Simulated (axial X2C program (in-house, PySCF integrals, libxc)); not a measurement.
**ScI: cheaper levels and CCSD(T), 2c**

Calculated with an in-house all-electron X2C program for linear molecules (integrals from PySCF). Two-component (2c) means X2C with spin–orbit coupling and atomic mean-field two-electron Coulomb and Gaunt terms. Basis: I dyall-cv3z [11s12p8d4f1g], Sc dyall-cv3z [10s11p7d5f2g] (cores contracted in-house); Gaussian nuclei, density fitting, unrestricted open shells. Masses: I 126.904 u, Sc 44.956 u.

State: Ω = 1 (⟨Sz⟩ = -1.00, ⟨Lz⟩ = 2.00 at HF); fragments I + Sc.

| level | Re (Å) | ωe (cm⁻¹) | De (eV) |
| --- | --- | --- | --- |
| PBE0 | 2.697 | 250.9 | 3.16 |
| HF | 2.818 | 233.5 | 2.53 |
| MP2 | 2.779 | 240.7 | 2.98 |
| CCSD | 2.773 | 241.8 | 2.67 |
| LDA | 2.626 | 265.7 | 3.72 |

Correlated methods: 10 electrons correlated (number of frozen shells: I 4 s, 3 p, 2 d; Sc 3 s, 2 p), 350 virtual spin orbitals or spinors in MP2, 90 natural virtuals in coupled cluster.

CCSD(T), same Hamiltonian and basis:

Re = 2.770 Å, ωe = 242.1 cm⁻¹, De = 2.74 eV; T1 = 0.018 (Lee–Taylor normalisation).

Give the differences from CCSD(T) in the columns below.



```
level  ΔRe (Å)  Δωe (cm⁻¹)  ΔDe (eV)
 PBE0   -0.073         8.8      0.42
   HF    0.048        -8.6     -0.21
  MP2    0.009        -1.4      0.24
 CCSD    0.003        -0.3     -0.07
  LDA   -0.144        23.6      0.98
```

Occupations by symmetry block were frozen at the best pattern of an incomplete PBE0 search. De is counted from the lowest determinant-based energies of the atoms at the same level, without counterpoise correction. Density functionals use the spin component along the axis (collinear). Coupled cluster ran in a truncated set of natural virtual spinors; the MP2 energy of the rest was added. (T) has no such correction and the atoms are truncated less, which lowers De at CCSD(T) by a hundredth of an eV or more. The 2c atoms are single determinants rather than J levels; their spin–orbit lowering is only partly caught, and De is too large by that part. This holds for PBE0. Other states lie close and PBE0, whose exact exchange favours high spin, may order them wrongly; the determinant shown need not be the ground state. The nearest other 2c determinant of the search, Ω = 3, lies 0.01 eV up at the distance of the search. The functionals have no current-density term, which raises determinants with orbital currents, atoms included. With several unpaired electrons one determinant need not be a pure state. The outer-core s and p shells of the metal are frozen in the correlated rows, which leaves out core–valence correlation; for alkali and alkaline-earth bonds that tends to lengthen them. At some level and bond length an empty orbital lies below a filled one. With the outer-core shells frozen, correlated bond lengths of heavy atoms tend to come out a few hundredths of an ångström too long.
